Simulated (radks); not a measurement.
P III, configuration [He] 2s2 2p5 3s2 3p1 3d1 (not the ground configuration).

All-electron calculation, non-relativistic Kohn-Sham, PBE, spin-polarised, spherical densities, point nucleus; open shells are filled with parallel spins first. Program: a radial shooting solver on a logarithmic mesh with Libxc functionals.

Energy parts (eV):
| part | energy |
|---|---|
| total | -9106.313 |
| kinetic | 9095.433 |
| electron-nucleus | -21189.287 |
| Hartree | 3569.433 |
| exchange-correlation | -581.892 |

Orbitals (lengths in bohr, moments of r in powers of bohr; <r^-3> diverges for s and p1/2; r(90%) holds 90 % of the orbital's charge):
1s up: occ. 1; eigenvalue (eV) -2139.878; r(90%) 0.186
1s down: occ. 1; eigenvalue (eV) -2137.889; r(90%) 0.185
2s up: occ. 1; eigenvalue (eV) -221.5440; r(90%) 0.792
2s down: occ. 1; eigenvalue (eV) -217.7835; r(90%) 0.796
2p up: occ. 3; eigenvalue (eV) -174.9168; <r^-3> 67.81; r(90%) 0.770
2p down: occ. 2; eigenvalue (eV) -170.6856; <r^-3> 67.14; r(90%) 0.776
3s up: occ. 1; eigenvalue (eV) -40.0486; r(90%) 2.40
3s down: occ. 1; eigenvalue (eV) -37.3086; r(90%) 2.43
3p up: occ. 1; eigenvalue (eV) -29.6860; <r^-3> 6.914; r(90%) 2.68
3p down: occ. 0; eigenvalue (eV) -27.0196; <r^-3> 6.851; r(90%) 2.74
3d up: occ. 1; eigenvalue (eV) -15.4192; <r^-3> 0.4230; r(90%) 3.52
3d down: occ. 0; eigenvalue (eV) -13.1988; <r^-3> 0.3915; r(90%) 3.71

The highest occupied level is 3d up at -15.419 eV. The configuration is held as typed, so some empty levels lie below it. Virial ratio -V/T = 2.00120. The spin density at the nucleus is -0.354 e/bohr^3 (1s -1.235, 2s 0.879, 3s 0.002), a Fermi contact field of -18.6 T. The electron density at the nucleus is 2207 e/bohr^3. The density falls to 0.001 e/bohr^3 at r = 3.64 bohr.
